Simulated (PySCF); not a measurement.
Sb⁺ (antimony, charge +1): UHF calculation

Configuration: [Kr] 4d10 5s2 5p2, high-spin 3P determinant. All numbers are calculated (PySCF 2.14, scalar relativity through the core potential, in aug-cc-pVQZ-PP with one added diffuse shell each of s, p, d, f, g type with ECP28MDF (8s8p6d4f3g, 117 functions)).

```
Total energy                                                  : -238.962832 hartree
One-electron energy                                           : -412.4670 hartree
Hartree (Coulomb) energy                                      : 191.7230 hartree
Exchange energy                                               : -18.2188 hartree
⟨S²⟩                                                          : 2.0100
⟨L²⟩                                                          : 2.028
Sum of ⟨r⟩                                                    : 26.91 bohr
Sum of ⟨r²⟩                                                   : 46.05 bohr²
Traceless quadrupole moment −½Σ⟨3z² − r²⟩ along its main axis : 3.31 e·bohr²
Time after the integrals                                      : about 5 core-seconds
```

```json
{"shell": "4s α", "electrons": "1", "mean orbital energy (hartree)": "-6.84497", "spread (hartree)": "0", "rms radius, mean of both spins (bohr)": "0.849"}
{"shell": "4s β", "electrons": "1", "mean orbital energy (hartree)": "-6.83451", "spread (hartree)": "0", "rms radius, mean of both spins (bohr)": "0.849"}
{"shell": "4p α", "electrons": "3", "mean orbital energy (hartree)": "-4.91137", "spread (hartree)": "0.00475", "rms radius, mean of both spins (bohr)": "0.917"}
{"shell": "4p β", "electrons": "3", "mean orbital energy (hartree)": "-4.90090", "spread (hartree)": "0.02166", "rms radius, mean of both spins (bohr)": "0.917"}
{"shell": "4d α", "electrons": "5", "mean orbital energy (hartree)": "-1.93840", "spread (hartree)": "0.01452", "rms radius, mean of both spins (bohr)": "1.10"}
{"shell": "4d β", "electrons": "5", "mean orbital energy (hartree)": "-1.92888", "spread (hartree)": "0.02430", "rms radius, mean of both spins (bohr)": "1.10"}
{"shell": "5s α", "electrons": "1", "mean orbital energy (hartree)": "-0.98152", "spread (hartree)": "0", "rms radius, mean of both spins (bohr)": "2.36"}
{"shell": "5s β", "electrons": "1", "mean orbital energy (hartree)": "-0.81918", "spread (hartree)": "0", "rms radius, mean of both spins (bohr)": "2.36"}
{"shell": "5p α", "electrons": "2", "mean orbital energy (hartree)": "-0.60262", "spread (hartree)": "0", "rms radius, mean of both spins (bohr)": "2.85"}
```

Energies and moments cover only the electrons outside the core potential.
